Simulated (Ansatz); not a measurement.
Reaction (formal exchange of groups at a C–C bond): `C=CCCCCC` + `CC(C)C` → `CCCCC(C)(C)C` + `C=CC`

Gas-phase electronic energies from Ansatz, PBE0-D4/def2-TZVP geometries. CBS: MP2 limit from def2 TZ/QZ plus the TZ coupled-cluster correction, frozen cores. Functionals use def2-TZVPP. One conformer a species, not always the lowest.

(1) Is it downhill or uphill in electronic energy at CCSD(T)/CBS, and by how much? (An estimate is asked.)

(2) What do these levels give: PBE0-D4, r2SCAN, MP2/def2-TZVPP, SCS-MP2/def2-TZVPP, MP2/def2-QZVPP, HF/CBS(def2)? (Estimate.)

Largest T1 diagnostic among the species: 0.010.

Results:

(1) Ansatz gave: Downhill: ΔE = -8.8 kJ/mol.

(2) The calculation gave: PBE0-D4 -5.0, r2SCAN -6.5, MP2/def2-TZVPP -9.9, SCS-MP2/def2-TZVPP -7.5, MP2/def2-QZVPP -10.0, HF/CBS(def2) -0.2 kJ/mol.

In def2-TZVPP, CCSD(T) changes the Hartree–Fock value by −8.6 kJ/mol (the triples alone add −1.5 kJ/mol) and MP2 by −9.7 kJ/mol.
